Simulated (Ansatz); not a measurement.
One geometry of Cu6Si⁺, several levels of theory.

```yaml
crystal:
  periodic: [false, false, false]
  atoms:
    - {symbol: Si, position_ang: [-0.222386, -1.656264, 0.868126]}
    - {symbol: Cu, position_ang: [0.185210, 0.679892, 0.864851]}
    - {symbol: Cu, position_ang: [0.146562, 1.331878, -1.493129]}
    - {symbol: Cu, position_ang: [2.220468, 1.189029, -0.314888]}
    - {symbol: Cu, position_ang: [0.974812, -0.839159, -0.912033]}
    - {symbol: Cu, position_ang: [-1.837070, -0.274821, 1.724166]}
    - {symbol: Cu, position_ang: [-1.467597, -0.430554, -0.737093]}
basis:
  gaussian: {orbitals: def2-TZVP, initial_orbitals: start.molden}
total_charge: 1
magnetization: {spin_polarized: true, initial_magnetization: 1}
hamiltonian: {xc: pbe, dispersion: d4}
scf: {omitted_lower_state_checks: [starts]}
output: {forces: true, orbitals: {seedname: orbitals}}
```

The file start.molden holds the orbitals of an earlier run on this structure, at another level or in another basis.

```sh
$ ansatz run in.yaml --threads 4 --pin off --events-out ev --progress --plain --max-ram 6963MiB
```

Shortened log:

```
Functional definition: PBE
2970 factors; their error is unknown
mean field evaluation 1: about -275678.2587 eV, gradient 1.4e1 eV
mean field evaluation 2: about -275678.9542 eV, gradient 1.0e0 eV
mean field evaluation 4: about -275678.8043 eV, gradient 5.6e-2 eV
mean field evaluation 8: about -275678.8043 eV, gradient 2.1e-5 eV
mean field -275678.80434489 eV, -10131.0091978696 hartree, gradient 2.1e-5 eV, S^2 0.755078; 0 other end points of the search recorded, 0 dependent functions left out
reference -275678.80440187 eV, -10131.0091999636 hartree; 94, 93 occupied and 213, 214 virtual orbitals, 2970 factors
Total energy: -275679.35742115 eV, -10131.0295230473 hartree
Atom 0 at    -0.222386    -1.656264     0.868126 Å, force     0.007988    -0.004846    -0.033048 eV/Å
Atom 1 at     0.185210     0.679892     0.864851 Å, force     0.053909     0.054124     0.245442 eV/Å
Atom 2 at     0.146562     1.331878    -1.493129 Å, force    -0.114515     0.249171    -0.252156 eV/Å
Atom 3 at     2.220468     1.189029    -0.314888 Å, force     0.333330     0.139420     0.039145 eV/Å
Atom 4 at     0.974812    -0.839159    -0.912033 Å, force     0.102328    -0.279390    -0.062658 eV/Å
Atom 5 at    -1.837070    -0.274821     1.724166 Å, force    -0.175383    -0.004196     0.194600 eV/Å
Atom 6 at    -1.467597    -0.430554    -0.737093 Å, force    -0.207658    -0.154282    -0.131325 eV/Å
Dipole moment:    -0.068347     0.194369    -0.014384 e Å
Checks for a lower state left out: starts
```

It took 45 s on 4 threads of Intel Xeon on a shared host, peak host memory 1.1 GiB.

Geometry: PBE-D4/def2-SVP.

Another isomer (doublet) lies 0.45 eV lower at PBE0-D4/def2-TZVP; other spin states weren't run for this one.
